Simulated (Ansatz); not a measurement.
PBE exchange is replaced step by step with exact exchange (0 % is PBE, 25 % PBE0; no dispersion term), basis def2-SVP, Ansatz. System: Zr₃O₅. Charge 0, multiplicity 1. Geometry: PBE0-D4/def2-SVP, each spin state at its own.

Geometry of the singlet:

```tsv
atom	x (Å)	y (Å)	z (Å)
Zr1	0.573	0.310	1.651
Zr2	0.101	0.912	-1.519
Zr3	-0.326	-1.906	-0.313
O4	0.849	-1.700	1.111
O5	0.409	-1.140	-1.838
O6	-1.538	1.384	-1.953
O7	-0.849	0.507	2.668
O8	0.781	1.634	0.194
```

In the def2 sets Zr takes a core potential; there is no spin–orbit coupling. The structure comes from a short search, and lower isomers may exist.

| exact exchange (%) | HOMO (eV) | LUMO (eV) | gap (eV) | triplet − singlet (kJ/mol) | quintet − singlet (kJ/mol) |
| --- | --- | --- | --- | --- | --- |
| 10 | -5.08 | -2.92 | 2.17 | 73.2 | 324.7 |
| 15 | -5.23 | -2.79 | 2.44 | 67.0 | 312.5 |

Task: Estimate the row for 40 %.

Result: 
```tsv
exact exchange (%)	HOMO (eV)	LUMO (eV)	gap (eV)	triplet − singlet (kJ/mol)	quintet − singlet (kJ/mol)
40	-5.99	-2.18	3.81	34.3	248.1
```
